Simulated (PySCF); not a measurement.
**How methods differ on the ionisation energy of Kr(15+)**

Kr(15+) [Ar] 3d3 (4F) → Kr(16+) [Ar] 3d2 (3F), as a difference of total energies. Calculation: PySCF 2.14, in an uncontracted even-tempered set (17 s from 1.1 bohr⁻², ratio 2.5; 11 p from 1.4 bohr⁻², ratio 2.5; 8 d from 1.4 bohr⁻², ratio 2.5; 4 f from 5.7 bohr⁻², ratio 2.7; 4 g from 8.6 bohr⁻², ratio 2.7); the non-relativistic Hamiltonian (point nucleus). Correlated levels: outer shells: [Ne] frozen; virtual orbitals above 40 to 60 times the deepest correlated orbital energy dropped. The calculations carry no spin-orbit coupling.

Problem. Order these methods by the ionisation energy they give, lowest first.
A. LDA
B. PBE
C. SCS-MP2 (outer shells)
D. r2SCAN

Solution. C (541.97 eV), B (542.31 eV), A (542.63 eV), D (543.15 eV).

A first-order spin-orbit estimate (lowest level to lowest level, LS coupling) adds -0.068 eV.

All relativistic terms are absent from these numbers, so their closeness to the reference says little about the methods.

For comparison: 540 ± 3 eV (theoretical estimate listed by NIST; NIST Atomic Spectra Database, ionization energies).
